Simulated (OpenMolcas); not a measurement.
Mn3+ (d4) among equal point charges was computed by CASSCF with the d shell active (OpenMolcas, ANO-RCC-VDZP on the metal). Its lowest spin-free states, and all those of the highest spin:

```json
{"2S+1": "5", "Degeneracy": "1", "E (cm-1)": "0.0"}
{"2S+1": "5", "Degeneracy": "2", "E (cm-1)": "4270"}
{"2S+1": "5", "Degeneracy": "2", "E (cm-1)": "4438"}
{"2S+1": "3", "Degeneracy": "1", "E (cm-1)": "23885"}
{"2S+1": "3", "Degeneracy": "1", "E (cm-1)": "23911"}
{"2S+1": "3", "Degeneracy": "2", "E (cm-1)": "24270"}
{"2S+1": "3", "Degeneracy": "2", "E (cm-1)": "25972"}
{"2S+1": "3", "Degeneracy": "2", "E (cm-1)": "26271"}
{"2S+1": "3", "Degeneracy": "1", "E (cm-1)": "26936"}
{"2S+1": "3", "Degeneracy": "2", "E (cm-1)": "27465"}
{"2S+1": "3", "Degeneracy": "1", "E (cm-1)": "27616"}
{"2S+1": "3", "Degeneracy": "2", "E (cm-1)": "29284"}
```

Problem. Is the site octahedral, tetrahedral or cube-like, axial, or of lower symmetry?

Solution. The states with 2S+1 = 5 have orbital degeneracies 1, 2, 2. There are pairs but no triples, so the site is axial: not cubic, but with a proper or improper axis of order three or more. The run had Mn3+ among 5 point charges of -2 e arranged as a trigonal bipyramid (D3h), 1.89 Å from the ion, with the axial distance 1.947 Å.

Without dynamic correlation the repulsion within the d shell is too large (B by tens of per cent), so at a given field states of lower spin stand too high. The ground term spreads over less than 5000 cm-1, several times less than with real ligands, so orbital moments are less quenched and χT lies further from the spin-only value than at real sites. Point charges carry no covalency, so the field is a model and not that of real ligands. No measured value stands beside these numbers.
